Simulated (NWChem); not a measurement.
System: C2H7FSi; SMILES [C@H](F)([SiH3])C

```xyz
11

C      1.1503    -1.2831     0.1299
C     -0.0352    -0.5003    -0.3889
F     -1.2051    -1.0306     0.1496
Si    -0.0158     1.3620     0.0380
H      1.2331    -1.1998     1.2244
H      1.0459    -2.3496    -0.1238
H      2.0869    -0.9147    -0.3160
H     -0.1009    -0.6141    -1.4875
H     -1.2566     2.0075    -0.4819
H      0.0527     1.5292     1.5207
H      1.1794     2.0078    -0.5894
```
Atoms are numbered in this order, from 1.

Geometry: optimised at PBE0/def2-SVP.

Problem. Give the principal values of the shielding tensors (ppm) of C1, C2, F3, Si4 from PBE0/pcSseg-1, GIAO (NWChem), with their diamagnetic and paramagnetic parts as GIAO splits them.

Solution. 
```tsv
atom	σ11	σ22	σ33	isotropic	diamagnetic	paramagnetic
C1	146.2	160.3	182.9	163.1	250.0	-86.9
C2	57.4	77.0	171.4	102.0	247.9	-146.0
F3	375.2	396.3	457.6	409.7	474.5	-64.8
Si4	376.5	406.7	462.3	415.2	880.3	-465.1
```
